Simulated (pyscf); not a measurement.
cyclic C₄H₈Si (SMILES C1=CC[SiH2]C1) -> cyclic C₄H₈Si (SMILES C=CC1C[SiH2]1), a group migration (singlet surface; C–Si broken, C–Si formed). Optimised with ωB97X-D3(BJ)/def2-SVP in PySCF. Energies in kJ/mol from the reactant's lowest minimum found.

Small-basis levels: PySCF, no dispersion term, spherical d functions. 

Q: In single points B3LYP/LANL2DZ puts the saddle at 309.4 kJ/mol and the reaction energy at +143.1 kJ/mol. Should these be trusted to within a few kcal/mol? Compare with ωB97M-D3(BJ)/def2-TZVP.

A: ωB97M-D3(BJ)/def2-TZVP gives ΔE‡ = 250.0 kJ/mol and ΔE = +142.4 kJ/mol. B3LYP/LANL2DZ lies 59.5 kJ/mol over it in the barrier and 0.7 kJ/mol over it in the reaction energy, so on this step it does not hold to within 12.6 kJ/mol. ωB97M-D3(BJ)/def2-TZVP has limits of its own. At the saddle there is also a short C–Si contact that neither side keeps. One saddle was located; it need not be the lowest between these sides.
